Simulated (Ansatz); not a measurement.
Consider the redistribution: `[AlH2][NH][SiH2][SiH3]` + `COC#CO[SiH3]` → `COC#C[SiH3]` + `[AlH2][NH][SiH2]O[SiH3]`.

Gas-phase electronic energies from Ansatz, PBE0-D4/def2-TZVP geometries. CCSD(T)/CBS adds triple-zeta CCSD(T) − MP2 to the extrapolated MP2 energy (def2 sets, frozen cores). DFT in def2-TZVPP. B3LYP here is the variant with VWN-RPA as its local correlation; programs differ in this. One conformer a species, not always the lowest.

```json
{"level": "ωB97X-V", "ΔE (kJ/mol)": "-280.2"}
{"level": "B3LYP", "ΔE (kJ/mol)": "-282.8"}
{"level": "SCS-MP2/def2-TZVPP", "ΔE (kJ/mol)": "-307.9"}
{"level": "SCS-MP2/def2-QZVPP", "ΔE (kJ/mol)": "-311.0"}
```

What does CCSD(T)/CBS give? (Estimate.)

Computed: -297.3 kJ/mol. The listed levels differ from it by 17.1, 14.5, -10.6, -13.7 kJ/mol.

Largest T1 diagnostic among the species: 0.013.

In def2-TZVPP, CCSD(T) changes the Hartree–Fock value by +20.1 kJ/mol (the triples alone add +2.1 kJ/mol) and MP2 by +4.5 kJ/mol. From PBE to PBE0 (25 % exact exchange), in def2-TZVPP and without D4, ΔE moves by −12.5 kJ/mol.
